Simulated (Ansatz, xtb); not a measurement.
Pulling on the H–H spacing in H10 chain (multiplicity 1 held). Energies count from the point at 0.900 Å.
Geometry at that point (charge 0, multiplicity 1):
```xyz
10

H      0.000     0.000     0.000
H      0.000     0.000     0.900
H      0.000     0.000     1.800
H      0.000     0.000     2.700
H      0.000     0.000     3.600
H      0.000     0.000     4.500
H      0.000     0.000     5.400
H      0.000     0.000     6.300
H      0.000     0.000     7.200
H      0.000     0.000     8.100
```

R- and RO- levels are restricted; in cc, def2 and unpolarised 6-31G sets they are followed outwards from rest. U- levels take the lowest unrestricted solution at each point, which mixes spins at long bonds. Active spaces are followed from rest. Curves can end on different states.

The values were computed with Ansatz (a program for electronic structure) with Gaussian orbitals; xtb for the GFN methods.  The GFN methods have no spin term and hold the electronic entropy of 300 K.

| level | energy at R = 3.600 Å (kcal/mol) |
|---|---|
| GFN2-xTB | 501.80 |
| U-HF/cc-pVDZ | 239.78 |
| R-MP2/cc-pVDZ | 547.43 |
| R-SCS-MP2/cc-pVDZ | 473.32 |
| U-CCSD(T)/cc-pVDZ | 381.38 |
| CASSCF(10,10)/cc-pVDZ | ___ |
| SC-NEVPT2 on CASSCF(10,10)/cc-pVDZ | ___ |
| FIC-MRCISD on CASSCF(10,10)/cc-pVDZ | 379.41 |
| FIC-MRCISD+Q on CASSCF(10,10)/cc-pVDZ | 381.93 |

**Question.** What belongs in the gaps?

**Answer.** 
- CASSCF(10,10)/cc-pVDZ, energy at R = 3.600 Å (kcal/mol): 315.04
- SC-NEVPT2 on CASSCF(10,10)/cc-pVDZ, energy at R = 3.600 Å (kcal/mol): 364.19

Doubts at one or more of the structures used: a spin-contaminated determinant (U-HF/cc-pVDZ, U-CCSD(T)/cc-pVDZ); a restricted determinant that unrestricted orbitals would lower (R-MP2/cc-pVDZ, R-SCS-MP2/cc-pVDZ); T1 above 0.05 (U-CCSD(T)/cc-pVDZ); the program's own flag: other amplitudes (U-CCSD(T)/cc-pVDZ).
